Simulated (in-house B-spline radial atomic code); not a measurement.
Values are calculated unless marked as measured or tabulated.
**Making a Troullier-Martins d channel for As, r_c = 1.79 bohr**

As, [Ar] 3d10 4s2 4p3, non-relativistic LDA (VWN5), spherical and spin-unpolarised, from an all-electron radial atomic-structure program (B-spline basis) (atomic units). The all-electron 3d level is ε = -1.542766 hartree and its outer maximum at 0.47 bohr.

Inside r_c the pseudo-orbital is u(r) = r^3 exp(p(r)), with p = c0 + c2 r² + c4 r⁴ + … + c12 r¹². The seven coefficients follow from p and its first four derivatives at r_c, from zero curvature of the screened potential at the origin, c4 = −c2²/(2l + 5), and from the norm inside r_c. At r_c the all-electron orbital has P = 0.1924201, P' = -0.3311109, the screened potential V = -1.047267, V' = 1.31406, V'' = -2.314765, and the norm inside is Q = 0.9893506.

Q: What are p, p' and p'' at r_c?

A: p = ln(P/r_c^3) = ln(0.1924201/5.73534) = -3.39472. p' = P'/P − 3/r_c = -1.72077 − 1.67598 = -3.39675. The radial equation gives p'' = 2(V − ε) − 2(3) p'/r_c − p'² = 0.99100 − (-11.38575) − 11.53790 = 0.83885. Differentiating, p''' = 2V' + 2(3)p'/r_c² − 2(3)p''/r_c − 2p'p'' = -0.8457, and p'''' = 2V'' − 4(3)p'/r_c³ + 4(3)p''/r_c² − 2(3)p'''/r_c − 2p''² − 2p'p''' = 1.3013.

For a trial c2 the five matching conditions are linear in c0, c6, c8, c10 and c12, and c2 is varied until the norm inside r_c equals Q. The root nearest zero gives:

| n | c_n |
| --- | --- |
| 0 | 2.809049 |
| 2 | -2.794601 |
| 4 | -0.8677547 |
| 6 | 1.110675 |
| 8 | -0.4115031 |
| 10 | 0.06917479 |
| 12 | -0.004496367 |

Q: Check c4 and p(r_c), and find the screened pseudopotential at the origin.

A: −c2²/9 = -0.867755, as listed. The terms c_n r_c^n are 2.80905, -8.95418, -8.90859, 36.53468, -43.37079, 23.36029, -4.86517, which sum to -3.39472. Inverting the radial equation, V_l(r) = ε + 3 p'/r + (p'' + p'²)/2, so V_l(0) = ε + (2l + 3) c2 = -1.542766 + 7 × (-2.7946) = -21.1050 hartree, finite where the all-electron potential diverges.

Orbitals and screened potentials:

```csv
r (bohr),P,u,V all-electron,V pseudo
0.179,0.5462,0.08695,-101.6,-21.05
0.448,1.202,0.8292,-21.3,-19.26
0.716,1.027,1.31,-7.949,-12.75
0.985,0.72,0.9426,-3.953,-4.362
1.253,0.4744,0.5219,-2.317,-0.4064
1.522,0.3039,0.3059,-1.504,-0.723
1.79,0.1924,0.1924,-1.047,-1.047
```

Logarithmic derivatives P'/P at R = 2.09 bohr, for energies E around ε:

```
E − ε (hartree)  all-electron    pseudo
           -0.5       1.88039   1.93653
          -0.25       1.61536   1.67474
           -0.1       1.17341   1.22434
              0      -1.74265  -1.74265
            0.1       2.80538   2.95586
           0.25         2.014   2.13192
            0.5       1.67826   1.80398
```
